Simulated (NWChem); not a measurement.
Species: SiHSBr, singlet; SMILES S[Si]Br

```xyz
4

Si     1.0623    -0.6326    -0.0076
Br    -0.1815     1.2563     0.0079
S     -0.5673    -2.0290    -0.0116
H      0.2502    -3.1091    -0.0207
```
Atoms are numbered in this order, from 1.

Results from NWChem. Low-valent species are run as closed-shell singlets; no triplet was tried in these runs. Geometry: optimised at PBE0/def2-SVP. Static field.

Task: Order these by “isotropic polarisability (bohr³)”, lowest first: BHandHLYP/aug-cc-pVDZ; PBE/aug-cc-pVDZ; B3LYP/aug-cc-pVDZ.

Result: BHandHLYP/aug-cc-pVDZ (73.3), B3LYP/aug-cc-pVDZ (75.8), PBE/aug-cc-pVDZ (77.7)
